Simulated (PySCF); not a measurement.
Gas-phase reaction: W₂O₆ + 2 Cl₂ ⇌ 2 WO₂Cl₂ + 2 O

Method: PySCF energies plus ideal-gas RRHO corrections (1 bar). † marks an energy on the PBE0/def2-TZVP geometry and frequencies; other levels use their own. MP2 freezes the core. Open shells (unrestricted): O (multiplicity 3, electronic degeneracy 9); the rest are closed-shell singlets. Spin-orbit splitting is ignored; it lowers the true energy and changes the entropy of O. B3LYP is the form with VWN-RPA correlation. W: scalar-relativistic def2 core potential, no spin-orbit coupling. W₂O₆: computed as isolated molecules; such fragments, hydroxides, amides, oligomers or adducts are transient or little studied in the gas. MP2 isn't extrapolated to the basis-set limit; its ΔH°(298 K) is 261.0 kJ in def2-SVP and 363.5 kJ in def2-TZVPP. The harmonic model lacks anharmonicity and excited electronic states, which grow with temperature; levels with a mode under 35 cm⁻¹ are left out. Soft modes under 120 cm⁻¹ make the harmonic entropy rough for W₂O₆, WO₂Cl₂.

```tsv
level	ΔE electronic, kJ	ΔH°(298 K), kJ	ΔS°(298 K), J/K	ΔG°(1400 K), kJ
B3LYP/def2-TZVP†	365	359	169	113
BLYP/def2-TZVP†	419	412	169	167
HF/def2-TZVP†	-87	-94	169	-339
MP2/def2-SVP†	268	261	169	16
MP2/def2-TZVPP†	370	363	169	118
PBE0/def2-QZVP†	370	363	169	118
PBE0/def2-SVP†	298	292	169	46
PBE0/def2-TZVP	355	348	169	103
r2SCAN/def2-TZVP†	364	357	169	112
ωB97M-V/def2-TZVP†	385	379	169	133
ωB97X-V/def2-TZVP†	381	374	169	129
```
ΔH° is lowest at HF/def2-TZVP† and highest at BLYP/def2-TZVP†. No reference value is set beside these.
